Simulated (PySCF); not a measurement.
**Radial density of Fe (iron, neutral)**

UHF, [Ar] 3d6 4s2, high-spin 5D determinant. Computed with PySCF 2.14 in aug-cc-pVDZ, with the non-relativistic Hamiltonian (point nucleus).

| r (bohr) | 4πr²ρ (e/bohr) | 4πr²(ρα − ρβ) |
| --- | --- | --- |
| 0.00104 | 0.1526 | 0.0000 |
| 0.00175 | 0.4162 | 0.0000 |
| 0.00294 | 1.107 | 0.0001 |
| 0.00494 | 2.822 | 0.0003 |
| 0.00830 | 6.705 | 0.0006 |
| 0.0140 | 14.15 | 0.0013 |
| 0.0235 | 24.54 | 0.0023 |
| 0.0395 | 31.12 | 0.0029 |
| 0.0665 | 26.77 | 0.0063 |
| 0.112 | 25.90 | 0.0434 |
| 0.188 | 34.83 | 0.2800 |
| 0.316 | 20.10 | 1.3063 |
| 0.532 | 14.29 | 3.2874 |
| 0.895 | 14.20 | 3.3873 |
| 1.51 | 3.781 | 1.3602 |
| 2.53 | 1.048 | 0.2130 |
| 4.26 | 0.3466 | -0.0266 |
| 7.16 | 0.02446 | -0.0072 |
| 12.0 | 0.0001128 | -0.0001 |

**Question.** Where is the radial spin density 4πr²(ρα − ρβ) most negative, and why is it negative at all?

**Answer.** Around r = 4.26 bohr, down to -0.0266 e/bohr: exchange with the open shell polarises the paired shells in an unrestricted calculation.
